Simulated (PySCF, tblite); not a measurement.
Species: C5H5ClO2S2.
Structure used (GFN2-xTB), in Å, numbered top down from 1:
```
atom  x, y, z in Å
C1    -2.437   -0.732   -0.155
C2    -1.160    0.008    0.060
C3    -1.056    1.247    0.626
S4     0.561    1.825    0.713
C5     1.107    0.384   -0.027
S6     2.821    0.180   -0.289
O7     3.055   -0.749   -1.344
O8     3.467    1.450   -0.299
Cl9    3.374   -0.751    1.437
C10    0.110   -0.495   -0.314
H11   -3.265   -0.215    0.319
H12   -2.644   -0.819   -1.221
H13   -2.363   -1.737    0.255
H14   -1.855    1.859    0.996
H15    0.282   -1.448   -0.779
```

Theory: PBE0/pcSseg-1 in PySCF (dipole) on a GFN2-xTB geometry, gas phase.

Masses are those of the commonest isotopes; rigid-rotor values at the optimised geometry. The values belong to one conformer with, in the numbering `[CH3:1][c:2]1[cH:3][s:4][c:5]([S:6](=[O:7])(=[O:8])[Cl:9])[cH:10]1`, S4–C5–S6–O7 -157°.

Q: What are A, B and C (cm⁻¹)?

A: Ia = 312.66, Ib = 872.79, Ic = 948.78 u·Å²; 505379 MHz·u·Å²/I gives 1616, 579.0 and 532.7 MHz, that is A = 0.05392, B = 0.01931, C = 0.01777 cm⁻¹.

Q: Classify the top.

A: A near-prolate asymmetric top; Ray's κ = -0.914.

Q: Is it planar, by Δ = Ic − Ia − Ib?

A: Not planar: Δ = Ic − Ia − Ib = -236.67 u·Å². For a rigid frame Δ = −2 Σ m c², so Σ m c² = 118.33 u·Å² lies off the ab plane: 2.08 from hydrogen and 116.25 from heavier atoms. The atom farthest from that plane is 1.37 Å away.

Q: Which lines would a microwave search look for?

A: The dipole components are |μa| = 5.46 D, |μb| = 0.58 D, |μc| = 1.47 D. Intensities carry the squares of the components, which stand as 1.00 : 0.01 : 0.07 (a : b : c). Some lines, for components of 0.1 D or more:

```csv
type,branch,"J(Ka,Kc)",MHz,lower level (cm⁻¹)
c,Q,"2(1,2) ← 2(0,2)",993,0.111
c,Q,"1(1,1) ← 1(0,1)",1037,0.037
b,Q,"1(1,0) ← 1(0,1)",1084,0.037
a,R,"1(0,1) ← 0(0,0)",1112,0.000
b,Q,"2(1,1) ← 2(0,2)",1132,0.111
b,R,"2(0,2) ← 1(1,1)",1185,0.072
b,R,"1(1,1) ← 0(0,0)",2149,0.000
a,R,"2(1,2) ← 1(1,1)",2177,0.072
c,R,"1(1,0) ← 0(0,0)",2195,0.000
a,R,"2(0,2) ← 1(0,1)",2222,0.037
a,R,"2(1,1) ← 1(1,0)",2270,0.073
c,Q,"2(2,1) ← 2(1,1)",3112,0.149
b,Q,"2(2,0) ← 2(1,1)",3114,0.149
b,R,"2(1,2) ← 1(0,1)",3214,0.037
b,Q,"2(2,1) ← 2(1,2)",3251,0.144
c,R,"2(1,1) ← 1(0,1)",3354,0.037
b,R,"2(2,1) ← 1(1,0)",5382,0.073
c,R,"2(2,0) ← 1(1,0)",5383,0.073
c,R,"2(2,1) ← 1(1,1)",5428,0.072
b,R,"2(2,0) ← 1(1,1)",5430,0.072
```

Q: Estimate the classical rotational partition function at 25 K, 50 K and 200 K.

A: Point group C1, symmetry number σ = 1; q = (√π/σ)·√((kT/h)³/(ABC)), k/h = 20836.6 MHz/K: 29800 at 25 K, 84400 at 50 K, 675000 at 200 K.

Its GFN2-xTB frequencies are all real (lowest 26 cm⁻¹). Constants of a rigid frame at the computed geometry: no zero-point averaging, no centrifugal distortion. A rigid rotor knows nothing of internal rotation, which can split or shift real lines. Quadrupole hyperfine structure (35Cl) is left out.
